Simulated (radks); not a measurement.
The numbers below are computed, except where a source is named.
Spherical quantum dot in the effective-mass picture: electrons in a hard-walled sphere of radius 1.4, all in effective atomic units (hartree* = m*/eps^2 hartree, bohr* = eps/m* bohr), one dielectric constant everywhere. Level of theory: non-relativistic Kohn-Sham, PBEsol, spin-polarised, spherical densities (a radial shooting solver with Libxc functionals). Levels are named by radial order and angular momentum (1s, 1p, 1d, 2s, ...), and open shells are averaged over m.

N = 3, configuration 1s2 1p(up 1, down 0). This is the lowest configuration that the search found. Occupied and some empty levels:

| level | occupation | eigenvalue (hartree*) | <r> (bohr*) |
|---|---|---|---|
| 1s up | 1 | 5.1739 | 0.7289 |
| 1s down | 1 | 5.3116 | 0.7253 |
| 1p up | 1 | 7.5966 | 0.8433 |
| 1p down | 0 | 7.7594 | 0.8423 |
| 1d up | 0 | 10.798 | 0.9150 |
| 1d down | 0 | 10.969 | 0.9149 |
| 2s up | 0 | 12.800 | 0.6888 |
| 2s down | 0 | 12.891 | 0.6904 |
| 1f up | 0 | 14.704 | 0.9659 |
| 1f down | 0 | 14.877 | 0.9662 |

Energy (hartree*): total 13.4498, kinetic 10.243, external 0, Hartree 5.2504, exchange-correlation -2.0432.
